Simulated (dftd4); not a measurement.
CH4N, charge -1, singlet, at a GFN2-xTB geometry; D4 for bp86 (dftd4 4.2.0).

The dftd4 input:
```
$ dftd4 mol.xyz --func bp86 --charge -1 --json dftd4.json --noedisp

# file mol.xyz
6

C      0.03918329     0.57726037     0.02256172
N      0.01386466    -0.79320152     0.08399166
H     -0.98685864     1.16240067     0.02218520
H     -0.49443487    -1.14362403    -0.75261679
H      0.57583997     0.97766943     0.90352376
H      0.57330122     1.09240237    -0.89640406
```

Question: Write the output that dftd4 gives for this input, abridged.

Answer: 
```
                    ____  _____ _____     ____  _  _
      -------------|  _ \|  ___|_   _|---|  _ \| || |------------
     |             | | | | |_    | | ___ | | | | || |_           |
     |             | |_| |  _|   | ||___|| |_| |__   _|          |
     |             |____/|_|     |_|     |____/   |_|            |
     |             ===================================           |
     |            E. Caldeweyher, S. Ehlert & S. Grimme          |
     |          Mulliken Center for Theoretical Chemistry        |
     |                    University of Bonn                     |
      -----------------------------------------------------------

Rational (Becke-Johnson) damping: bp86-D4-ATM
---------------------
  s6         1.0000
  s8         3.3550
  s9         1.0000
  a1         0.4365
  a2         4.9241
 alp        16.0000
--------------------

Dispersion energy:      -3.2660505493791E-03 Eh

[Info] JSON dump of results written to 'dftd4.json'
```
